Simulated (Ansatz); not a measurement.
The cluster Na21. Charge 0, multiplicity 2. Geometry PBE/def2-SVP; atoms count from 1.

Cartesian coordinates in Å:
```
Na 0.912 2.935 1.831
Na 3.156 3.732 -0.728
Na -4.828 -0.472 0.758
Na -0.239 1.515 -1.124
Na -3.410 0.211 -2.822
Na -3.586 2.790 -0.164
Na 0.764 -0.567 2.277
Na 2.696 -5.711 3.707
Na 2.716 0.929 -3.105
Na 3.665 -2.560 2.406
Na -2.208 1.185 2.452
Na 0.649 -3.155 4.854
Na -2.602 3.817 -3.298
Na -0.564 1.546 -4.982
Na 0.878 4.273 -3.360
Na -2.418 -2.296 3.199
Na -0.207 -1.410 -3.313
Na -1.755 -1.742 -0.225
Na 0.389 -4.052 1.422
Na 2.162 -1.750 -0.737
Na 3.829 0.780 0.952
```

Single mean-field runs in def2-TZVP are fitted with def2-universal-jkfit. The charge 0 doublet is spin-contaminated (final ⟨S²⟩ up to 0.92, 0.75 for a pure state). Another isomer (doublet) lies 0.44 eV lower at PBE0/def2-TZVP; other spin states weren't run for this one.

(1) Estimate the Mulliken populations from the PBE0/def2-TZVP orbitals of Ansatz.

(2) Where does the spin sit?

(3) And the Mayer bond orders between bonded heavy atoms (over 0.3)?

Results:

(1) 
| atom | charge (e) | spin (α − β) |
| --- | --- | --- |
| Na1 | -0.17 | -0.03 |
| Na2 | -0.18 | 0.00 |
| Na3 | -0.16 | 0.04 |
| Na4 | 0.17 | -0.08 |
| Na5 | 0.04 | 0.04 |
| Na6 | -0.06 | 0.14 |
| Na7 | 0.32 | 0.01 |
| Na8 | -0.17 | 0.08 |
| Na9 | 0.05 | 0.06 |
| Na10 | -0.03 | 0.12 |
| Na11 | -0.05 | 0.08 |
| Na12 | -0.09 | 0.20 |
| Na13 | -0.07 | 0.02 |
| Na14 | 0.08 | 0.03 |
| Na15 | -0.02 | 0.11 |
| Na16 | -0.07 | 0.02 |
| Na17 | 0.01 | 0.00 |
| Na18 | 0.23 | 0.05 |
| Na19 | 0.06 | 0.09 |
| Na20 | 0.15 | 0.02 |
| Na21 | -0.04 | 0.00 |
Mulliken values and Mayer orders depend strongly on the basis.

(2) Summed by element: Na 1.00, of 1 unpaired in all. Largest on single atoms: Na12 0.20, Na6 0.14, Na10 0.12.

(3) Na1–Na2 0.33 (3.50 Å); Na6–Na13 0.32 (3.44 Å); Na8–Na12 0.42 (3.47 Å).
